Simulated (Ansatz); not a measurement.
Program: Ansatz. Geometries: PBE0-D4/def2-TZVP. ΔE: electronic, gas phase. CBS: MP2 limit from def2 TZ/QZ plus the TZ coupled-cluster correction, frozen cores. Functionals use def2-TZVPP. For Se outer-core shells are correlated without core-valence functions, which leaves a few kJ/mol of doubt a bond. Scalar relativity is left out up to krypton. Each species was taken in one conformer, which may not be the lowest.

`COB([SiH3])Cl` + `N=C[SeH]` → `[SiH3]/N=C\[SeH]` + `COBCl`  (cleavage of the Si–B bond)

CCSD(T)/CBS gives -60.1 kJ/mol.

Question: Another level gave -66.4 kJ/mol. Which?
A. r2SCAN-D4/def2-TZVPP
B. ωB97X-V/def2-TZVPP
C. B2PLYP/def2-TZVPP
D. PBE/def2-TZVPP

Answer: C. B2PLYP -66.4, PBE -50.7, ωB97X-V -56.2, r2SCAN-D4 -61.6 kJ/mol.

Largest T1 diagnostic among the species: 0.013.

In def2-TZVPP, CCSD(T) changes the Hartree–Fock value by +14.2 kJ/mol (the triples alone add +0.6 kJ/mol) and MP2 by +4.7 kJ/mol.
